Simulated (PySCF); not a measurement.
**ZrI3: double against triple zeta**

Base calculation in PySCF with density fitting and no spin–orbit coupling, PBE/def2-SVP (scalar-relativistic core potentials): doublet, D3h, Zr–I 2.700 Å (×3); wavenumbers 40 (×2), 44, 153, 262 (×2) cm⁻¹; polar-tensor charge of Zr 1.24 e, atomisation energy (no zero-point energy) 1176 kJ/mol.

**Question.** What changes on going to PBE/def2-TZVP (scalar-relativistic core potentials)?

**Answer.** The point group stays the same. Changes: mean bond to Zr -0.003 Å, highest wavenumber -3 cm⁻¹, lowest wavenumber +1 cm⁻¹, polar-tensor charge of Zr 0.00 e, atomisation energy (no zero-point energy) -9 kJ/mol. The new structure has Zr–I 2.697 Å (×3), with wavenumbers 41 (×2), 44, 152, 259 (×2) cm⁻¹.

Open d or f shells are single determinants, so the state found may not be the ground state. Each species is the lowest minimum found with this bonding; other isomers or fragments can lie lower.
